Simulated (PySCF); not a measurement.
## `CCC[Si+](C)C`: 4 charge schemes on one density

Compound: C5H13Si (charge +1).
Z-matrix (Å and degrees, GFN2-xTB geometry), rows numbered from 1:
```
C 
C   1  1.5203
C   2  1.5421  1  112.19
Si  3  1.8896  2  111.97  1   -56.82
C   4  1.8822  3  119.19  2   -69.44
C   4  1.8820  3  119.63  2   105.97
H   1  1.0907  2  111.27  3    64.57
H   1  1.0873  2  110.94  3   -56.53
H   1  1.0863  2  110.14  3  -175.95
H   2  1.0905  1  109.63  3  -122.67
H   2  1.0902  1  109.24  3   119.77
H   3  1.0948  2  108.42  1    65.06
H   3  1.0937  2  108.53  1  -179.57
H   5  1.0909  4  111.86  3   -28.87
H   5  1.0903  4  111.00  3    90.61
H   5  1.0899  4  112.05  3  -149.94
H   6  1.0904  4  111.64  3   -41.17
H   6  1.0898  4  112.06  3  -162.05
H   6  1.0900  4  111.14  3    78.01
```

Density: PBE0/pcSseg-1 (PySCF); schemes: Mulliken, IAO, Hirshfeld and ESP-fitted. The structure is a single GFN2-xTB conformer in the gas phase; no vibrational or solvent corrections. GFN2-xTB frequencies show an imaginary mode (22i cm⁻¹), so this geometry is no minimum at that level.

Question: Atoms with like bonding are taken together and averaged. For which atoms does the sign change between the 4 schemes (beyond +0.03 e in one, beyond −0.03 e in another)?

Answer: C2. Atomic charges aren't observables, and each scheme defines them in its own way.

Question: Do the Mulliken, IAO, Hirshfeld and ESP-fitted schemes agree on where the charge is lowest?

Answer: All schemes agree: Mulliken C5/C6 (-0.637); IAO C5/C6 (-0.726); Hirshfeld C5/C6 (-0.173); ESP-fitted C5/C6 (-0.726).

Question: At which atom do the 4 schemes differ most?

Answer: At Si4: from +0.707 (Hirshfeld) to +1.280 e (IAO), 0.573 e apart.

Question: Tabulate the Mulliken, IAO, Hirshfeld and ESP-fitted charges.

Answer: In e; atoms taken as equivalent share a row and are averaged (×n: the atom named and its like, n in all):

| atom | environment | Mulliken | IAO | Hirshfeld | ESP-fitted |
| --- | --- | --- | --- | --- | --- |
| C1 | methyl carbon | -0.309 | -0.420 | -0.104 | -0.340 |
| C2 | chain CH2 carbon | -0.293 | -0.240 | -0.047 | +0.177 |
| C3 | sp3 carbon bound to silicon | -0.534 | -0.545 | -0.132 | -0.550 |
| Si4 | silicon bonded to 3 C | +1.029 | +1.280 | +0.707 | +1.071 |
| C5/C6 | Si-methyl carbon | -0.637 | -0.726 | -0.173 | -0.726 |
| H7/H8/H9 | methyl hydrogen | +0.143 | +0.150 | +0.054 | +0.108 |
| H10/H11 | methylene hydrogen | +0.162 | +0.160 | +0.060 | +0.037 |
| H12/H13 | methylene hydrogen | +0.198 | +0.185 | +0.070 | +0.169 |
| H14 (×6) | methyl hydrogen | +0.205 | +0.206 | +0.083 | +0.227 |

Mean size of the charges over all atoms: IAO 0.332 e, Mulliken 0.306 e, ESP-fitted 0.299 e, Hirshfeld 0.119 e. Each set sums to the total charge, 1, to within 0.001 e. The Mulliken scheme counts on each atom the diagonal of the density matrix times the overlap matrix over that atom's basis functions.

Some averages cover members that differ in this geometry: C5/C6, ESP-fitted -0.833 to -0.619; H10/H11, ESP-fitted -0.001 to +0.075; H14 (×6), ESP-fitted +0.195 to +0.269; H7/H8/H9, IAO +0.117 to +0.179 e.

Question: Sum the charges by element, for elements with more than one atom.

Answer: 
| element | atoms | Mulliken | IAO | Hirshfeld | ESP-fitted |
| --- | --- | --- | --- | --- | --- |
| C | 5 | -2.409 | -2.657 | -0.628 | -2.166 |
| H | 13 | +2.380 | +2.377 | +0.920 | +2.095 |

Question: How many electrons does the IAO scheme count on C6?

Answer: Its own charge is -0.725 e, so Z − q = 6.725.
